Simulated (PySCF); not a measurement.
## Vibration and rotation of AsO⁻

UHF-CCSD(T) constants of AsO⁻, ³Σ⁻ (triplet), unpaired electrons π ↑↑ (basis As aug-cc-pVDZ-DK, O aug-cc-pVDZ-DK; spin-free X2C with a Gaussian nucleus; PySCF 2.14; masses 74.9216 and 15.9949 u):

- ωe: 779.4 cm⁻¹
- ωexe: 3.72 cm⁻¹
- Be: 0.42667 cm⁻¹
- αe: 0.00296 cm⁻¹
- D (centrifugal): 5.11e-07 cm⁻¹

Question: Give the vibrational terms G(v) and spacings up to v = 6.

Answer: G(v) = ωe(v+½) − ωexe(v+½)².

```tsv
v	G(v) (cm⁻¹)	G(v) − G(v−1)	Bv (cm⁻¹)
0	388.8		0.4252
1	1160.7	772.0	0.4222
2	1925.2	764.5	0.4193
3	2682.3	757.1	0.4163
4	3432.0	749.6	0.4133
5	4174.2	742.2	0.4104
6	4908.9	734.8	0.4074
```

Correlated steps freeze 10 core orbitals. Spin–orbit coupling is left out. The state is the lowest determinant that a PBE0 search found; another state may lie lower at other levels.
